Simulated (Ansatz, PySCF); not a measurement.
Species: CH₃Te, charge 0, multiplicity 2. SMILES: C[Te]
Geometry from a B3LYP-D3(BJ)/def2-TZVP (Ansatz, a program for electronic structure) optimisation:
```xyz
5

Te     0.2547     0.0887    -0.2003
C     -1.3803    -0.4786     1.0935
H     -1.0225    -1.1553     1.8637
H     -2.1075    -0.9922     0.4653
H     -1.8339     0.4091     1.5241
```
Charge 0, spin multiplicity 2.

Wanted: atomisation energy, in kcal/mol. Conventions: def2 sets with scalar-relativistic core potentials past Kr; atomisation electronic, to ground-state atoms; UHF or UKS for open shells; spin-orbit terms left out; dispersion terms only where a functional's name holds one. Ab initio and DFT rows: single points at B3LYP-D3(BJ) geometries (Ansatz).

```json
[
 {"species": "C[Te] (CH3Te)", "coefficient": "-1", "E at BP86/def2-SVP (PySCF), Eh": "-307.99731", "E at PBE0/def2-TZVPD (Ansatz), Eh": "-307.88418"},
 {"species": "C atom", "coefficient": "+1", "E at BP86/def2-SVP (PySCF), Eh": "-37.80175", "E at PBE0/def2-TZVPD (Ansatz), Eh": "-37.80543"},
 {"species": "H atom", "coefficient": "+3", "E at BP86/def2-SVP (PySCF), Eh": "-0.49913", "E at PBE0/def2-TZVPD (Ansatz), Eh": "-0.50104"},
 {"species": "Te atom", "coefficient": "+1", "E at BP86/def2-SVP (PySCF), Eh": "-268.10165", "E at PBE0/def2-TZVPD (Ansatz), Eh": "-267.99474"}
]
```

 1 Eh = 627.5095 kcal/mol.

Problem. Compute it at each level from the table.

Solution. 
- BP86/def2-SVP: the sum of coefficient times E is 0.59652 Eh, or 374.32 kcal/mol. Result: 374.3 kcal/mol.
- PBE0/def2-TZVPD: the sum of coefficient times E is 0.58089 Eh, or 364.51 kcal/mol. Result: 364.5 kcal/mol.
